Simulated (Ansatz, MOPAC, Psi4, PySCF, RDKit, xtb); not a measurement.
Complex: NH3 (SMILES N) (first 4 atoms) with C3H8 (SMILES CCC); geometry from B3LYP-D3(BJ)/def2-TZVP, rigid monomers moved along the line of their centres of mass till H2···H11 is 4.17 Å.
(charge 0, multiplicity 1):
```xyz
15

N      0.2960     0.1290     0.4838
H      0.1338     0.8239     1.2036
H      0.9649     0.5202    -0.1696
H     -0.5775     0.0029    -0.0148
C      1.1049    -0.0751     5.9638
C     -0.3780     0.2869     5.9952
C     -1.2781    -0.8937     5.6395
H      1.7336     0.7830     6.2106
H      1.3259    -0.8668     6.6840
H      1.3937    -0.4374     4.9750
H     -0.5681     1.1134     5.3015
H     -0.6433     0.6668     6.9865
H     -2.3336    -0.6139     5.6557
H     -1.0399    -1.2747     4.6443
H     -1.1409    -1.7135     6.3492
```

| level | interaction energy (meV) |
|---|---|
| MMFF94 | -5.1 |
| UFF | -8.9 |
| GFN-FF | -7.5 |
| AM1 | -0.2 |
| PM3 | -0.9 |
| PM6 | -2.7 |
| GFN1-xTB | -7.3 |
| GFN2-xTB | -11.8 |
| HF/STO-3G (no counterpoise) | -1.9 |
| HF/3-21G (no counterpoise) | -3.4 |
| HF/6-31G* | -2.6 |
| HF/6-31G* (no counterpoise) | -3.3 |
| HF/aug-cc-pVDZ | -2.2 |
| PBE/def2-TZVPPD | -4.8 |
| PBE-D3(BJ)/def2-TZVPPD | -11.2 |
| PBE-D4/def2-TZVPPD | -8.8 |
| BP86/6-31G* (no counterpoise) | -1.4 |
| r2SCAN/def2-TZVPPD | -3.7 |
| r2SCAN-D3(BJ)/def2-TZVPPD | -9.0 |
| r2SCAN-D4/def2-TZVPPD | -8.1 |
| B3LYP/3-21G (no counterpoise) | -2.6 |
| B3LYP/6-31G* | -1.3 |
| B3LYP/6-31G* (no counterpoise) | -2.3 |
| B3LYP/6-311+G** (no counterpoise) | -1.2 |
| B3LYP/def2-TZVPPD | 0.3 |
| B3LYP-D3(BJ)/def2-TZVPPD | -7.4 |
| B3LYP-D4/def2-TZVPPD | -3.8 |
| PBE0/def2-TZVPPD | -4.0 |
| PBE0-D3(BJ)/def2-TZVPPD | -10.6 |
| PBE0-D4/def2-TZVPPD | -8.6 |
| M06-2X/6-31G* (no counterpoise) | -5.6 |
| wB97X-V/def2-TZVPPD | -8.5 |
| wB97M-V/def2-TZVPPD | -9.1 |
| MP2/6-31G* | -5.7 |
| MP2/6-31G* (no counterpoise) | -6.7 |
| MP2/aug-cc-pVDZ | -8.5 |
| SCS-MP2/aug-cc-pVDZ | -6.9 |
| CCSD/aug-cc-pVDZ | -7.6 |
| CCSD(T)/aug-cc-pVDZ | -8.5 |
| SAPT0/jun-cc-pV(D+d)Z | -6.9 |

The rows run from -11.8 (GFN2-xTB) to 0.3 meV (B3LYP/def2-TZVPPD). In aug-cc-pVDZ the value moves HF -2.2, MP2 -8.5, CCSD -7.6, CCSD(T) -8.5, a shift of -6.3 from HF to CCSD(T). The dispersion term adds -6.4 in PBE-D3(BJ), -4.1 in PBE-D4, -5.3 in r2SCAN-D3(BJ). The 6 functionals in def2-TZVPPD without D3 or D4 span 9.4, from wB97M-V to B3LYP.

Counterpoise-corrected where a basis set is named; no monomer relaxation. Rows marked so take none. RDKit's UFF carries no charges.

Frozen-core correlation. Rows in 3-21G, 6-311+G**, 6-31G*, STO-3G carry no dispersion term and start afresh at each structure (6-31G* with six Cartesian d functions). MP2/6-31G* freezes PySCF's default core. The state that AM1, PM3, PM6 reach isn't checked.

Programs: Ansatz (an electronic-structure program) with Gaussian orbitals; MOPAC for AM1, PM3, PM6 (differences of heats of formation); Psi4 for SAPT; PySCF for 3-21G rows, 6-311+G** rows, 6-31G* rows, STO-3G rows, the dispersion terms; RDKit for the force fields; xtb for the GFN methods. Each number belongs to the level named beside it.
